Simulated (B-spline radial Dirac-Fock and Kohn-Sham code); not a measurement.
Z = 72 (hafnium), transition energy 100 keV. Model: a Dirac-Hartree-Slater potential of the neutral atom with a Latter tail (no hole, which puts coefficients of high multipoles low close above an edge), finite nucleus with surface currents. Program: a B-spline atomic structure program. Subshells that would emit electrons below 1 keV are left out.

Question: A pure transition shows α(K) = 3.36, L1/L2 = 10.6 and L1/L3 = 83.8. What is its multipolarity?
A. M2
B. E3
C. E1
D. M4
E. M3
F. E4
G. E2
H. M1

Answer: H. For comparison, α(K), L1/L2, L1/L3 are E1 0.294, 3.45, 3.06; E2 0.944, 0.0974, 0.106; E3 2.34, 0.0249, 0.0307; E4 5.65, 0.0258, 0.0337; M2 25.9, 8.35, 4.53; M3 100, 6.03, 0.850; M4 331, 4.64, 0.357.

Values without a named source are computed, but for edge energies of neutral atoms, which are taken from tables.
